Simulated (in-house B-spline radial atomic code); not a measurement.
Results of a calculation; reference values are marked as such.
# Two electrons in InAs: a Gaussian well −V exp(−r²/w²) with V = 10 meV and w = 115 nm

For InAs the NSM archive of the Ioffe Institute lists m* = 0.023 m0 and ε = 15.15. In so narrow a gap the band flattens within tens of meV, so real spacings are smaller, by up to some tenths.

Effective-mass model with parabolic bands, a uniform dielectric constant, no image charges, no central-cell or spin-orbit terms. Two-electron levels come from full CI in B-splines with partial waves to l = 5 (up to 0.001 effective hartree above the limit).

What are the effective units, and what is the potential in them?

Ha* = 27211.386 meV × 0.023/15.15² = 2.727 meV and a* = 0.0529177 nm × 15.15/0.023 = 34.86 nm. V = 3.68 Ha* and w = 3.31 a*.

In these units the lowest s and p orbitals lie at -2.538290 and -1.840454, and their Coulomb and exchange integrals are J_ss = 0.671699, J_sp = 0.544332 and K_sp = 0.1055. Full CI gives -4.473759 for the ground singlet, -3.958069 for the sp triplet, -3.798243 for the sp singlet and -3.416615 for the lowest triplet of two s orbitals.

What does it cost to add the second electron, to first order and exactly?

To first order E = 2ε_s + J_ss = -4.404881, so the charging energy E(2) − 2E(1) is J_ss = 1.832 meV. CI gives -4.473759 − 2 × (-2.538290) = 0.602820, or 1.644 meV: relaxation and correlation lower it by 0.1878 meV, 10.3 % of J_ss. The s² configuration of one-electron orbitals holds 96.1 % of the state, and the mean radius is 51.1 nm. The second electron is bound by ε_s − E = 5.278 meV, against 6.921 meV for the first.

How far above the singlet do the triplets lie?

To first order the sp triplet lies at ε_s + ε_p + J_sp − K_sp = -3.939916, which is 1.268 meV above 2ε_s + J_ss. CI gives -3.958069 − (-4.473759) = 0.515690, or 1.406 meV, 74 % of the orbital spacing of 1.903 meV. The ss triplet lies 2.883 meV up, so the lower of the two is the sp one, and its gap equals k_BT at 16.3 K. The sp singlet-triplet splitting is 0.4358 meV, against 2K_sp = 0.5754 meV.
